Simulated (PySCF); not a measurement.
## CsSr⁻: frontier orbitals

MN15 at R = 5.229 Å; PySCF, scalar-relativistic core potentials, basis sets Cs def2-SVPD with ECP46, Sr def2-SVPD with ECP28. State: ¹Σ⁺ (singlet), closed shell. Only the outer orbitals are listed, counted within each symmetry, core potentials removing the inner ones.

```json
{"orbital": "1π", "occ.": "2", "ε (eV)": "-23.00", "on Cs (%)": "0", "main shells (%)": "100 Sr p"}
{"orbital": "1π", "occ.": "2", "ε (eV)": "-23.00", "on Cs (%)": "0", "main shells (%)": "100 Sr p"}
{"orbital": "3σ", "occ.": "2", "ε (eV)": "-22.97", "on Cs (%)": "0", "main shells (%)": "100 Sr p"}
{"orbital": "4σ", "occ.": "2", "ε (eV)": "-12.01", "on Cs (%)": "100", "main shells (%)": "100 Cs p"}
{"orbital": "2π", "occ.": "2", "ε (eV)": "-12.01", "on Cs (%)": "100", "main shells (%)": "100 Cs p"}
{"orbital": "2π", "occ.": "2", "ε (eV)": "-12.01", "on Cs (%)": "100", "main shells (%)": "100 Cs p"}
{"orbital": "5σ", "occ.": "2", "ε (eV)": "-2.04", "on Cs (%)": "16", "main shells (%)": "84 Sr s, 9 Cs s"}
{"orbital": "6σ", "occ.": "2", "ε (eV)": "-0.05", "on Cs (%)": "78", "main shells (%)": "76 Cs s, 20 Sr p"}
{"orbital": "3π", "occ.": "0", "ε (eV)": "1.49", "on Cs (%)": "43", "main shells (%)": "56 Sr p, 42 Cs p"}
{"orbital": "3π", "occ.": "0", "ε (eV)": "1.49", "on Cs (%)": "43", "main shells (%)": "56 Sr p, 42 Cs p"}
{"orbital": "7σ", "occ.": "0", "ε (eV)": "1.56", "on Cs (%)": "15", "main shells (%)": "84 Sr p, 25 Cs s"}
```

Task: Which are the highest filled and the lowest empty level, where do they sit, and how wide is the gap?

Result: Highest filled 6σ at -0.05 eV (in %: 76 Cs s, 20 Sr p); lowest empty 3π at 1.49 eV (in %: 56 Sr p, 42 Cs p); the gap at MN15 is 1.54 eV. An empty level above zero is unbound, and its energy depends on the basis.

```
bond order (Mayer)                                                                                                 : 0.79
⟨S²⟩                                                                                                               : 0.000
charge on Cs (Mulliken, basis-dependent)                                                                           : -0.89
charge on Cs (Löwdin, basis-dependent)                                                                             : -0.74
dipole moment (positive dipole points towards Sr; it is taken about the centre of mass and depends on that origin) : 2.77 D
```

Closed-shell solutions of metal pairs were not tested for spin polarisation, which can lower them a little. Spin–orbit coupling is left out.
